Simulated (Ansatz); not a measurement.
A set of 12 reactions (hydrogenolysis), with CCSD(T)/CBS values in kJ/mol:

```
                                                                          reaction      ΔE
                                       `CB[Si](F)(F)F` + H₂ → `B[Si](F)(F)F` + CH₄   -12.5
                              `[Cl][Al]([Cl])[GeH3]` + H₂ → `[Cl][AlH][Cl]` + GeH₄    15.1
                             `[Br][Al]1[SiH2][S]1` + H₂ → `[AlH]1[SiH2][S]1` + HBr   138.1
                                           `CCCCCCCCCCC` + H₂ → `CCCCCC` + `CCCCC`   -55.9
                                `[CH3][AlH][CH2]Br` + H₂ → `[CH3][AlH][CH3]` + HBr   -75.3
`O[Si](O)(O)[O][Sn]([Cl])([Cl])[Cl]` + H₂ → `[Cl][SnH]([Cl])[Cl]` + `O[Si](O)(O)O`    23.7
                                                   `CCC(O)Cl` + H₂ → `CCCCl` + H₂O   -83.4
                                        `CB[Si](F)(F)F` + H₂ → `CB[SiH](F)F` + H–F   144.5
                                         `O[SiH2]C(F)F` + H₂ → `FC(F)[SiH3]` + H₂O    71.2
                                      `O=[C](O)[GaH2]` + H₂ → `O=[CH][GaH2]` + H₂O    29.3
                                                   `O=CC(F)S` + H₂ → `O=CCS` + H–F  -114.4
                               `N[SiH2][SiH2][SiH3]` + H₂ → `N[SiH2][SiH3]` + SiH₄   -11.6
```

Computed with Ansatz on PBE0-D4/def2-TZVP structures; ΔE is electronic, products minus reactants. CBS: MP2 limit from def2 TZ/QZ plus the TZ coupled-cluster correction, frozen cores. This one scheme is used for every species. Functionals use def2-TZVPP. B3LYP here is the variant with VWN-RPA as its local correlation; programs differ in this. def2 core potentials past Kr. For Br, Ga, Ge, Sn outer-core shells are correlated without core-valence functions, which leaves a few kJ/mol of doubt a bond. Scalar relativity is left out up to krypton. Each species was taken in one conformer, which may not be the lowest.

Q: Give the mean, mean absolute and largest difference (level minus CCSD(T)/CBS, kJ/mol) for: r2SCAN-D4, PBE0-D4, ωB97X-V, ωB97M-V, B2PLYP, PBE0, B3LYP, CCSD(T)/def2-TZVPP, HF/def2-QZVPP, MP2/def2-QZVPP, SCS-MP2/def2-QZVPP, HF/CBS(def2), MP2/CBS(def2), CCSD/CBS(def2). (Estimate.)

A: Ansatz gave: 
```csv
level,mean,mean absolute,largest
r2SCAN-D4,6.0,7.6,19.5
PBE0-D4,0.2,6.4,-14.6
ωB97X-V,0.6,5.8,14.1
ωB97M-V,0.8,5.9,12.1
B2PLYP,-2.8,6.6,-13.4
PBE0,-4.4,7.7,-27.1
B3LYP,-6.5,9.8,-25.8
CCSD(T)/def2-TZVPP,-1.0,2.8,-4.7
HF/def2-QZVPP,-16.3,16.8,-34.2
MP2/def2-QZVPP,3.0,4.0,9.5
SCS-MP2/def2-QZVPP,-1.0,2.9,-8.4
HF/CBS(def2),-16.3,16.8,-34.3
MP2/CBS(def2),3.5,4.8,11.5
CCSD/CBS(def2),-4.3,4.3,-7.2
```

The largest T1 diagnostic in the set is 0.017, for `O=[CH][GaH2]` (customary mark 0.02).

CCSD(T)/CBS is a level of theory with its own doubt, and the functionals carry their triple-zeta basis error, so these figures describe this set and don't rank the functionals.
